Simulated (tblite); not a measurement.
Species: C8H10ClF.
Bonds: C1–C2, C2–C3, C2–C4 (double), C4–C5, C5–C6 (triple), C6–C7, C7–F8, C4–C9, C9–Cl10. Hydrogens: H11, H12, H13 on C1; H14, H15, H16 on C3; H17, H18 on C7; H19, H20 on C9.

Computed with GFN2-xTB (tblite), gas phase: L-BFGS steps from a force-field or distance-geometry start until the largest atomic force falls under 0.01 eV/Å.

Step 36: E = -855.3982 eV
```
atom  x, y, z in Å  |  force x, y, z in eV/Å
C1     -1.2631   -1.6048   -0.1759    0.005   0.028   0.030
C2     -1.2777   -0.1696    0.2450    0.025   0.050  -0.068
C3     -2.6174    0.3405    0.6920    0.061   0.030  -0.019
C4     -0.1716    0.5940    0.1676    0.005  -0.044   0.006
C5      1.0715    0.0467   -0.2469    0.016   0.065   0.016
C6      2.1728   -0.3483   -0.5342   -0.004  -0.017   0.013
C7      3.4496   -0.8703   -0.9812   -0.048  -0.004  -0.011
F8      3.6773   -0.5586   -2.3079    0.011   0.012   0.019
C9     -0.1241    2.0579    0.4990   -0.124  -0.120  -0.147
Cl10    0.7496    2.3457    2.0383    0.047  -0.038   0.109
H11    -0.2988   -1.8882   -0.5849    0.022  -0.020  -0.017
H12    -1.4853   -2.2426    0.6776   -0.013  -0.044   0.040
H13    -2.0355   -1.7736   -0.9254    0.001  -0.010  -0.010
H14    -3.3073   -0.4849    0.8519    0.069  -0.019   0.018
H15    -3.0529    0.9863   -0.0694    0.002   0.057  -0.039
H16    -2.5429    0.9100    1.6146    0.027   0.021   0.040
H17     4.2856   -0.4466   -0.4081   -0.085   0.029  -0.015
H18     3.4655   -1.9664   -0.9134   -0.005   0.010   0.017
H19     0.4216    2.6125   -0.2664   -0.002  -0.035   0.025
H20    -1.1220    2.4706    0.6246   -0.011   0.049  -0.007
```

Step 37: E = -855.4011 eV
```
atom  x, y, z in Å  |  force x, y, z in eV/Å
C1     -1.2732   -1.6120   -0.1755   -0.012   0.048   0.026
C2     -1.2825   -0.1762    0.2434    0.023   0.068  -0.045
C3     -2.6153    0.3471    0.6961    0.043   0.019  -0.009
C4     -0.1743    0.5838    0.1635    0.031  -0.025   0.031
C5      1.0681    0.0350   -0.2461    0.010   0.047  -0.005
C6      2.1705   -0.3566   -0.5321    0.017  -0.023   0.006
C7      3.4535   -0.8596   -0.9796   -0.020  -0.013  -0.015
F8      3.6745   -0.5446   -2.3062    0.014   0.019  -0.006
C9     -0.1170    2.0480    0.4909   -0.119  -0.102  -0.114
Cl10    0.7317    2.3360    2.0488    0.011  -0.055   0.045
H11    -0.3114   -1.8969   -0.5923   -0.009  -0.021   0.015
H12    -1.4967   -2.2492    0.6790    0.012  -0.031   0.017
H13    -2.0504   -1.7753   -0.9212   -0.002  -0.025  -0.017
H14    -3.3160   -0.4681    0.8610    0.081  -0.040   0.005
H15    -3.0482    0.9975   -0.0639    0.017   0.056  -0.006
H16    -2.5271    0.9120    1.6214    0.017   0.031   0.001
H17     4.2814   -0.4199   -0.4081   -0.062   0.034  -0.002
H18     3.4925   -1.9545   -0.9122   -0.023  -0.006   0.026
H19     0.4478    2.5956   -0.2663   -0.009  -0.051   0.044
H20    -1.1132    2.4686    0.5964   -0.021   0.071   0.003
```

**Question.** Estimate the geometry and energy of step 38. (The exact step hangs on the optimiser's Hessian estimate; all steps are aligned on step 37, rigid shifts and turns removed.)

**Answer.** E = -855.4030 eV, largest force 0.097 eV/Å
```
atom  x, y, z in Å  |  force x, y, z in eV/Å
C1     -1.2774   -1.6158   -0.1750   -0.024   0.037   0.012
C2     -1.2850   -0.1791    0.2408    0.011   0.046  -0.017
C3     -2.6130    0.3517    0.6977    0.019   0.017  -0.003
C4     -0.1757    0.5780    0.1610    0.034  -0.005   0.032
C5      1.0662    0.0299   -0.2457    0.016   0.024  -0.021
C6      2.1680   -0.3626   -0.5310    0.018  -0.022   0.001
C7      3.4538   -0.8545   -0.9788    0.008  -0.013  -0.019
F8      3.6723   -0.5369   -2.3048    0.012   0.020  -0.025
C9     -0.1156    2.0409    0.4848   -0.074  -0.042  -0.033
Cl10    0.7223    2.3286    2.0552   -0.029  -0.069  -0.021
H11    -0.3168   -1.9015   -0.5959   -0.031  -0.016   0.039
H12    -1.5013   -2.2533    0.6802    0.026  -0.010  -0.004
H13    -2.0564   -1.7773   -0.9195   -0.004  -0.032  -0.015
H14    -3.3192   -0.4582    0.8668    0.086  -0.044  -0.007
H15    -3.0449    1.0050   -0.0615    0.027   0.045   0.023
H16    -2.5158    0.9138    1.6246    0.009   0.034  -0.028
H17     4.2754   -0.4045   -0.4075   -0.034   0.035   0.012
H18     3.5063   -1.9483   -0.9112   -0.030  -0.021   0.029
H19     0.4609    2.5864   -0.2648   -0.009  -0.056   0.040
H20    -1.1091    2.4683    0.5817   -0.033   0.074   0.007
```

The energy changes by -0.0020 eV. The first-order estimate −F·Δx gives -0.0028 eV and the mean of the old and new forces, exact on a quadratic surface, -0.0020 eV. The step makes an angle of 79° with the force vector and moves no atom by more than 0.017 Å.

What follows is the cost of the whole relaxation. On an Arm Neoverse V2 with one thread, no GPU (shared host), this took 0.69 s of wall time.
